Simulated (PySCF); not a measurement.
Al(All)(OH)2 (C3H7AlO2), SMILES C=C[CH2][Al]([OH])[OH]. Atoms are numbered in the order given.

```xyz
13

Al     0.0898     0.0139     0.9164
C      0.2177    -1.1048    -0.6906
C     -0.5170    -0.4684    -1.8268
C      0.0069     0.3289    -2.7682
H     -0.1628    -2.1139    -0.4614
H      1.2944    -1.2070    -0.9187
H     -1.6015    -0.6444    -1.8494
H      1.0809     0.5434    -2.8048
H     -0.6160     0.7817    -3.5437
O     -0.1748     1.6974     0.8134
H     -0.3054     2.1321    -0.0357
O      0.2589    -0.6967     2.4530
H      0.2245    -0.2115     3.2826
```

Geometry: B3LYP-D3(BJ)/def2-SVP. One conformer was computed; it need not be the lowest.

These are B3LYP-D3(BJ)/def2-SVP (PySCF 2.14.0) values and carry that method's errors.

Frequencies are harmonic and unscaled.

Give all harmonic wavenumbers and intensities. (Estimate from the structure and the level; the computed values follow.)


```
mode  ν (cm⁻¹)  IR (km/mol)  Raman (Å⁴/amu)  depolarisation  moving atoms (share of kinetic energy)
----  --------  -----------  --------------  --------------  --------------------------------------
1           32          0.2             1.0            0.75                  C 36 %, O 36 %, H 26 %
2           55          2.7             3.4            0.73                  C 46 %, O 30 %, H 21 %
3          133          3.1             5.5            0.73         H 38 %, C 31 %, O 22 %, Al 10 %
4          203          7.5             1.1            0.67         O 38 %, Al 24 %, C 20 %, H 18 %
5          225         34.9             1.1            0.75          O 44 %, H 24 %, Al 23 %, C 9 %
6          280         16.8             2.4            0.70         Al 39 %, H 28 %, C 21 %, O 13 %
7          373        217.8             0.9            0.74                          H 85 %, O 13 %
8          397         14.0             1.0            0.43                          H 81 %, C 12 %
9          407         24.3             2.6            0.36                          H 63 %, C 32 %
10         536         14.9            14.1            0.08          C 41 %, H 36 %, O 14 %, Al 8 %
11         581         81.4             3.6            0.37                          H 76 %, O 23 %
12         613        266.6             3.2            0.46                          H 72 %, O 23 %
13         658         21.5             2.9            0.58                          H 63 %, C 30 %
14         707         32.6             7.3            0.32                   H 55 %, C 35 %, O 9 %
15         830        110.2             1.6            0.35                 O 45 %, Al 38 %, H 13 %
16         903         40.8             1.2            0.73                          H 71 %, C 27 %
17         938         48.3             3.6            0.74         Al 29 %, O 27 %, H 25 %, C 18 %
18         943         83.4             3.5            0.27         H 35 %, C 31 %, Al 19 %, O 15 %
19        1007          5.3             1.1            0.59                          H 79 %, C 21 %
20        1035         14.9             0.2            0.69                          H 85 %, C 14 %
21        1102         68.1            41.6            0.35                          H 63 %, C 36 %
22        1200         20.7             8.7            0.64                          H 62 %, C 38 %
23        1312          1.0            19.3            0.40                          H 80 %, C 20 %
24        1407          8.0            16.1            0.62                          H 90 %, C 10 %
25        1440          5.6             9.4            0.48                          H 83 %, C 17 %
26        1699         37.6            40.9            0.18                          C 86 %, H 14 %
27        3024          6.5            98.7            0.13                                  H 94 %
28        3087          3.3            94.8            0.70                           H 91 %, C 9 %
29        3117         21.5            37.3            0.52                                  H 93 %
30        3127          2.0           152.4            0.14                                  H 94 %
31        3224         12.3            88.1            0.61                          H 89 %, C 11 %
32        3899         57.5            58.2            0.23                                  H 94 %
33        3917         81.8           209.4            0.28                                  H 94 %
```
